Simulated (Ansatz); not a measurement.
Ansatz (a first-principles code) job for HgCl2, SMILES [Cl][Hg][Cl], PBE0/def2-TZVPD. Geometry optimised at B3LYP-D3(BJ)/def2-TZVP. The isomer is the one that the SMILES or the coordinates give; other isomers of the formula were not compared. The def2 effective core potentials stand for the cores of Hg; spin–orbit coupling is left out.

Ansatz 0.2 input:
```yaml
crystal:
  periodic: [false, false, false]
  atoms:
    - {symbol: Hg, position_ang: [0.00000000, 0.00000000, 0.00000000]}
    - {symbol: Cl, position_ang: [0.00000000, 0.00000000, -2.28483658]}
    - {symbol: Cl, position_ang: [0.00000000, 0.00000000, 2.28483658]}
basis:
  gaussian:
    orbitals: def2-TZVPD
hamiltonian:
  xc: {name: PBE0}
```

Log of the run:

```
WARN ansatz: RAYON_NUM_THREADS=1 ignored (pool sized by the plan → 1); use --threads N
Functional definition: PBE0
integrals: 0.07 GiB planned
1067 factors; their error is unknown
mean field: 0.58 GiB planned
mean field evaluation 1: about -29214.0651 eV, gradient 3.0e1 eV
mean field evaluation 2: about -29211.4080 eV, gradient 4.8e1 eV
mean field evaluation 4: about -29216.2897 eV, gradient 7.7e-1 eV
mean field evaluation 8: about -29216.3760 eV, gradient 8.4e-2 eV
mean field -29216.37601659 eV, -1073.6820150386 hartree, gradient 6.8e-5 eV, S^2 0.000000; 0 other end points of the search recorded, 0 dependent functions left out
reference -29216.37606825 eV, -1073.6820169373 hartree; 27, 27 occupied and 111, 111 virtual orbitals, 1067 factors
Total energy: -29216.37606825 eV, -1073.6820169373 hartree
```

The calculation finished and met its thresholds.
